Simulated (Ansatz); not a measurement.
Reactions of Cl2H6N2Si2, SMILES `N[SiH](Cl)[SiH](N)Cl`.

Calculated with Ansatz (gas phase, PBE0-D4/def2-TZVP geometries, no zero-point term in ΔE). CCSD(T)/CBS is the MP2 limit (def2-TZVPP, def2-QZVPP) plus CCSD(T) − MP2 in def2-TZVPP, frozen cores. This one scheme is used for every species, atoms too. No spin–orbit coupling; open shells (•) take unrestricted orbitals. Spin–orbit coupling would lower the free atoms: a little for Cl, Si. Each species was taken in one conformer, which may not be the lowest.

Problem. Order these by ΔE at CCSD(T)/CBS, lowest first. (Estimate.)
A. `N[Si@@H](Cl)[Si@@H](N)Cl` + H–F → `N[Si@H](Cl)[Si@@H](N)F` + HCl
B. `N[Si@@H](Cl)[Si@@H](N)Cl` + H₂O → `N[Si@H](Cl)[Si@@H](N)O` + HCl
C. `N[Si@@H](Cl)[Si@@H](N)Cl` → `N[SiH](Cl)Cl` + `N[SiH]`
D. `N[Si@@H](Cl)[Si@@H](N)Cl` → 2 Cl• + 6 H• + 2 N• + 2 Si•
E. `N[Si@@H](Cl)[Si@@H](N)Cl` → `N[SiH](N)Cl` + `[SiH]Cl`

Solution. A (-0.32 eV), B (+0.13 eV), C (+1.73 eV), E (+1.96 eV), D (+41.85 eV).

Largest T1 diagnostic: 0.015, for `N[SiH]`.
